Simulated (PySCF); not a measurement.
Species: TiCl4 (singlet state).
Bonds: Cl1–Ti2, Ti2–Cl3, Ti2–Cl4, Ti2–Cl5.

Theory: PySCF, PBE0-D3(BJ)/def2-SVP geometry optimisation, gas phase.

(1) How far are the bound atoms from Ti2?

(2) List the angles at Ti2.

(3) What is the shape at Ti2?

Results:

(1) 4 atoms: Cl5 2.152 Å, Cl1 2.153 Å, Cl3 2.154 Å, Cl4 2.155 Å.

(2) 
```
      angle  degrees  distance of the outer atoms (Å)
Cl3–Ti2–Cl5    110.3                             3.53
Cl1–Ti2–Cl4    110.0                             3.53
Cl1–Ti2–Cl3    109.4                             3.51
Cl4–Ti2–Cl5    109.2                             3.51
Cl3–Ti2–Cl4    109.2                             3.51
Cl1–Ti2–Cl5    108.7                             3.50
```

(3) Tetrahedral: angles from 108.7° to 110.3°; τ4 = (360° − α − β)/141° = 0.99 with α and β the two widest (0 for a square, 1 for a tetrahedron). Differences among atoms that Td makes equivalent are scatter left by the optimiser.

Point group: Td (every atom within 0.08 Å of its image). Charge 0, singlet. No PBE0-D3(BJ)/def2-SVP frequencies stand behind this structure, so it isn't proved a minimum.
